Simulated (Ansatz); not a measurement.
Start from `[S]=[W](=[S])([Cl])[Cl]` and change one atom or group to get `[CH3][W](=[S])(=[S])[Cl]`.

Ansatz, PBE0-D4/def2-TZVP geometries, multiplicity 1. 

Elements past krypton have def2 core potentials.

```json
{"property": "HOMO–LUMO gap (PBE0/def2-TZVPP) / eV", "`[S]=[W](=[S])([Cl])[Cl]`": "4.14"}
{"property": "HOMO–LUMO gap (ωB97M-V/def2-TZVPP) / eV", "`[S]=[W](=[S])([Cl])[Cl]`": "8.10"}
{"property": "HOMO energy (B3LYP/def2-TZVPP) / eV", "`[S]=[W](=[S])([Cl])[Cl]`": "-7.42"}
{"property": "LUMO energy (PBE0/def2-TZVPP) / eV", "`[S]=[W](=[S])([Cl])[Cl]`": "-3.54"}
{"property": "HOMO energy (PBE0/def2-TZVPP) / eV", "`[S]=[W](=[S])([Cl])[Cl]`": "-7.67"}
{"property": "zero-point energy (PBE0-D4/def2-TZVP) / kJ/mol", "`[S]=[W](=[S])([Cl])[Cl]`": "16.3"}
```

Task: Give the same properties after the change, and the shifts. (Estimate.)

Result: Ansatz gave: 
```tsv
property	`[CH3][W](=[S])(=[S])[Cl]`	shift
HOMO–LUMO gap (PBE0/def2-TZVPP) / eV	4.21	0.07
HOMO–LUMO gap (ωB97M-V/def2-TZVPP) / eV	8.21	0.11
HOMO energy (B3LYP/def2-TZVPP) / eV	-7.19	0.23
LUMO energy (PBE0/def2-TZVPP) / eV	-3.22	0.32
HOMO energy (PBE0/def2-TZVPP) / eV	-7.43	0.24
zero-point energy (PBE0-D4/def2-TZVP) / kJ/mol	105.9	89.6
```

With PBE0 the HOMO rises by 0.24 eV and the LUMO rises by 0.32 eV, so the gap widens by about 0.08 eV. PBE moves the HOMO by 0.22 eV and ωB97M-V by 0.23 eV. The zero-point energy changes by 89.6 kJ/mol with +9 modes.

B3LYP here is the variant with VWN-RPA as its local correlation; programs differ in this.
